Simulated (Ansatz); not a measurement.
Ansatz (a program for electronic structure) input:

Ansatz 0.2 input:
```yaml
crystal:
  periodic: [false, false, false]
  atoms:
    - {symbol: C, position_ang: [2.80059054, 0.24587637, 0.70922342]}
    - {symbol: C, position_ang: [1.56186541, 0.66513549, 0.00975163]}
    - {symbol: C, position_ang: [0.57205507, -0.50837076, -0.23927506]}
    - {symbol: C, position_ang: [-0.63690644, -0.06567016, -1.00379134]}
    - {symbol: C, position_ang: [-1.88965206, 0.02245386, -0.56133176]}
    - {symbol: C, position_ang: [-2.40220536, -0.31909730, 0.80332460]}
    - {symbol: H, position_ang: [2.89202742, 0.32411461, 1.78383050]}
    - {symbol: H, position_ang: [3.58488092, -0.27594533, 0.17653885]}
    - {symbol: H, position_ang: [1.03666512, 1.43303674, 0.58284631]}
    - {symbol: H, position_ang: [1.80533944, 1.10706321, -0.96284191]}
    - {symbol: H, position_ang: [0.29999674, -0.95094748, 0.71899688]}
    - {symbol: H, position_ang: [1.09756674, -1.28465002, -0.80410270]}
    - {symbol: H, position_ang: [-0.44464534, 0.23904354, -2.02938389]}
    - {symbol: H, position_ang: [-2.64183582, 0.38094661, -1.25864209]}
    - {symbol: H, position_ang: [-1.61740968, -0.65851757, 1.47736110]}
    - {symbol: H, position_ang: [-2.88581117, 0.54884458, 1.26090534]}
    - {symbol: H, position_ang: [-3.16125713, -1.10495370, 0.74708269]}
basis:
  gaussian:
    orbitals: def2-TZVPD
hamiltonian:
  xc: {name: HSE06}
magnetization: {spin_polarized: true, initial_magnetization: 1}
output: {forces: true}
```

Question: What final total energy does it print?

Answer: -234.95083 Eh (HSE06/def2-TZVPD). The basis has 321 functions.

It need not be the lowest isomer of its formula.
